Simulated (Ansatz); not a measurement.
Geometry optimisation, DFT PBE, scalar-relativistic, plane waves, PAW (Ansatz).

The input (input.yaml):

```yaml
accuracy: low
crystal:
  lattice:
    - [0.0, 5.43, 5.43]
    - [5.43, 0.0, 5.43]
    - [5.43, 5.43, 0.0]
  atoms:
    - { symbol: Si, position: [0.0, 0.0, 0.0] }
    - { symbol: Si, position: [0.125, 0.125, 0.125] }
    - { symbol: Si, position: [0.0, 0.0, 0.5] }
    - { symbol: Si, position: [0.125, 0.125, 0.625] }
    - { symbol: Si, position: [0.0, 0.5, 0.0] }
    - { symbol: Si, position: [0.125, 0.625, 0.125] }
    - { symbol: Si, position: [0.0, 0.5, 0.5] }
    - { symbol: Si, position: [0.125, 0.625, 0.625] }
    - { symbol: Si, position: [0.5, 0.0, 0.0] }
    - { symbol: Si, position: [0.625, 0.125, 0.125] }
    - { symbol: Si, position: [0.5, 0.0, 0.5] }
    - { symbol: Si, position: [0.625, 0.125, 0.625] }
    - { symbol: Si, position: [0.5, 0.5, 0.0] }
    - { symbol: Si, position: [0.625, 0.625, 0.125] }
    - { symbol: Si, position: [0.5, 0.5, 0.5] }
    - { symbol: Si, position: [0.625, 0.625, 0.625] }
    - { symbol: Ge, position: [0.7415269, 0.2445142, 0.7573338] }
basis:
  ecutwfc: 420.0
kpoints:
  mp_grid: { grid: [2, 2, 2] }
hamiltonian:
  xc: pbe
  pseudopotentials: { kind: paw, azcp: { folder: soft_1 } }
scf:
  occupations: { method: fermi_dirac, width: 0.02 }
  lower_state_search: "off"
relax:
  f_tol: 0.08
  max_steps: 25
  adjacent_minimum: "off"
```

Command:

```bash
$ ansatz run input.yaml --threads 1 --pin off --max-ram 3072MiB --backend cpu --events-out ev --progress --plain --runs-dir out
```

Q: Where does it end, and by what steps?

A: The run converged. Limits of this set-up: a small cell, in which the defect meets its images, low accuracy level. After 3 steps the energy has fallen by 0.364 eV; Si10 moved furthest, 0.08 Å.

```
step  energy less start (eV)  largest force component (eV/Å)  accepted
   0                  0.0000                           1.159       yes
   1                 -0.3241                           0.373       yes
   2                 -0.3624                           0.090       yes
   3                 -0.3641                           0.018       yes
```

```xyz
17
Lattice="0.0000 5.4300 5.4300 5.4300 0.0000 5.4300 5.4300 5.4300 0.0000" Properties=species:S:1:pos:R:3
Si 0.001 0.049 -0.004
Si 1.367 1.349 1.362
Si 2.666 2.714 -0.004
Si 4.032 4.113 1.393
Si 2.715 0.000 2.712
Si 4.065 1.349 4.061
Si 5.431 2.715 2.759
Si 6.796 4.080 4.061
Si 0.001 2.715 2.662
Si 1.402 4.116 4.027
Si 2.716 5.429 2.706
Si 4.029 6.743 4.028
Si 2.765 2.715 5.426
Si 4.064 4.081 6.793
Si 5.430 5.380 5.426
Si 6.829 6.746 6.824
Ge 5.431 8.145 5.421
```

Time of the run: 26 s on 1 thread of Arm Neoverse V1 (shared host), peak memory 0.54 GiB.
